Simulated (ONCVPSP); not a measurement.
**Be (Z = 4): excitation energies, all-electron against ONCV**

```json
{
  "Element": "Be (Z = 4)",
  "Generator": "ONCVPSP 4.0.1",
  "Type": "optimised norm-conserving Vanderbilt (ONCV)",
  "Functional": "LDA (Perdew-Zunger)",
  "Relativity": "scalar-relativistic",
  "Frozen core": "none",
  "Valence charge": "4",
  "Reference configuration": "1s2 2s1.5 (charge +0.5)",
  "Partial waves": "1s+2s: rc 0.90 bohr, ncon 3, nbas 7, qcut 14.4 1/bohr, 2 projectors; p scattering state at 0.35 Ha: rc 0.85 bohr, ncon 4, nbas 9, qcut 8.6 1/bohr, 2 projectors, debl 3.1 Ha",
  "Local potential": "polynomial inside 0.80 bohr (lpopt 5, dvloc0 0 Ha)",
  "Core correction": "none"
}
```

Energies are relative to the spin-unpolarised reference configuration 1s2 2s1.5; without spin polarisation the order of configurations can differ from experiment.

```tsv
valence configuration	charge	ΔE all-electron (eV)	error AE − PS (meV)
1s2 2s2	0	-3.752	+0.1
1s2 2s0	+2	23.547	+3.1
1s2 2s0 2p1	+1	9.582	+3.8
```

What are ΔE and the potential's error for 1s2 2s1?

ΔE = 5.768 eV all-electron; the error (AE − PS) is +0.2 meV.

Levels in the configuration 1s2 2s0 2p1:

```csv
level,all-electron (eV),pseudo (eV)
1s,-116.842,-116.707
2p,-9.915,-9.915
```
